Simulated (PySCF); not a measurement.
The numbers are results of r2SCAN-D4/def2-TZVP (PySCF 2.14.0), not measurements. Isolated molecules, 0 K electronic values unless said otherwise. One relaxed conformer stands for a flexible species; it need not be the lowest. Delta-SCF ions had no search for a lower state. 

Reference species (SMILES): `[SiH3]N` (neutral, multiplicity 1).

```json
{
  "HOMO": "-6.32 eV",
  "vertical ionisation energy (Delta-SCF)": "9.71 eV"
}
```

Changed species: `[Si](N)(N)(N)N` (0 of 4 NH2 replaced by H; the reference has 3 of 4 NH2 replaced by H).

What does the change do to the HOMO and vertical ionisation energy (Delta-SCF)?

the HOMO rises by 0.78 eV, to -5.54 eV; the vertical ionisation energy (Delta-SCF) falls by 1.40 eV, to 8.31 eV.
